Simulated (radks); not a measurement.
The numbers below are computed, except where a source is named.
The niobium ion Nb3+, configuration [Kr] 4d2.

Level of theory: Dirac Kohn-Sham, LDA (Slater exchange, Perdew-Wang correlation), spin-unpolarised, spherical densities, finite nucleus; open shells fill j = l - 1/2 first; Fermi nuclear charge, rms radius 4.324 fm (a radial shooting solver on a logarithmic mesh with Libxc functionals).

Energy parts (hartree):
total: -3814.31103
kinetic: 3947.22575
electron-nucleus: -9172.44560
Hartree: 1524.75896
exchange-correlation: -113.85014

Orbitals (lengths in bohr, moments of r in powers of bohr; <r^-3> diverges for s and p1/2; r(max) is where P^2 peaks):
orbital,occ.,eigenvalue (hartree),<r^-3>,<r>,r(max)
1s1/2,2,-691.0313,-,0.03613,0.02352
2s1/2,2,-97.66185,-,0.1579,0.1335
2p1/2,2,-89.78697,-,0.1347,0.1039
2p3/2,4,-86.27339,2208,0.1392,0.1076
3s1/2,2,-17.23250,-,0.4439,0.3962
3p1/2,2,-14.26575,-,0.4391,0.3834
3p3/2,4,-13.69565,362.7,0.4497,0.3927
3d3/2,4,-8.43586,52.24,0.4311,0.3322
3d5/2,6,-8.32958,49.91,0.4346,0.3349
4s1/2,2,-3.26804,-,1.146,1.026
4p1/2,2,-2.43259,-,1.253,1.097
4p3/2,4,-2.35061,52.29,1.281,1.122
4d3/2,2,-1.13506,4.368,1.707,1.395
4d5/2,0,-1.12639,4.165,1.719,1.406
5s1/2,0,-0.94460,-,2.772,2.552
5p1/2,0,-0.73967,-,3.167,2.908
5p3/2,0,-0.72562,9.046,3.220,2.962

The highest occupied level is 4d3/2 at -30.887 eV. The electron density at the nucleus is 8.212e+04 e/bohr^3.
